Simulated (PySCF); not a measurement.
Zn(Cl)(Et) (C₂H₅ClZn), SMILES [CH2]([Zn][Cl])C. Atoms are numbered in the order given.

```xyz
9

Zn     0.1779    -0.0976     0.0000
Cl    -0.2372    -2.1853     0.0000
C      0.5611     1.8090     0.0000
C     -0.6752     2.7165     0.0000
H      1.2001     2.0120    -0.8867
H      1.2001     2.0120     0.8867
H     -1.3156     2.5550     0.8916
H     -1.3156     2.5550    -0.8916
H     -0.3908     3.7914     0.0000
```

Geometry optimised at PBE-D3(BJ)/def2-SVP. The structure was generated by enumeration; whether it is a known compound was not checked. Other conformers were not sampled.

Two levels are set side by side: PBE/pcSseg-1 (PySCF) and B3LYP/pcSseg-1 (PySCF). GIAO shifts against HCl (³⁵Cl), TMS (¹H), TMS (¹³C) at the same level; non-relativistic, no solvent, atoms listed together averaged. Without spin–orbit terms, shifts of atoms bonded to Cl or Br come out too high at both levels. Differences are taken from unrounded values.

| quantity | B3LYP | PBE | PBE minus B3LYP |
|---|---|---|---|
| δ(³⁵Cl) of Cl2 (ppm) | -53.2 | -25.4 | 27.8 |
| δ(¹³C) of C3 (ppm) | 9.6 | 12.2 | 2.7 |
| δ(¹³C) of C4 (ppm) | 17.6 | 17.3 | -0.3 |
| δ(¹H) of H5, H6 (ppm) | 1.48 | 1.64 | 0.16 |

Rough cost on one machine, each run with all the roots and properties that it gave: B3LYP against PBE within a factor of 2.
